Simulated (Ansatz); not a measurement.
Program: Ansatz 0.2.0.

A structure relaxed at PBE0-D4/def2-TZVP, charge 0, multiplicity 1:

Cartesian coordinates in Å:
```
O -0.107 1.333 -0.144
Al 0.079 -0.334 -0.180
Cl 0.602 -1.228 -1.974
Br -0.226 -1.584 1.651
H -0.348 1.813 0.647
```

(1) Give its formula and SMILES.

(2) Point group (tolerance 0.08 Å, 0.16 Å for H)?

(3) Summarise the bond lengths by kind.

## Answers

(1) AlBrClHO, `[OH][Al]([Cl])[Br]`.

(2) Cs.

(3) 1 × Al–O 1.678 Å; 1 × H–O 0.956 Å; 1 × Al–Cl 2.071 Å; 1 × Al–Br 2.238 Å.
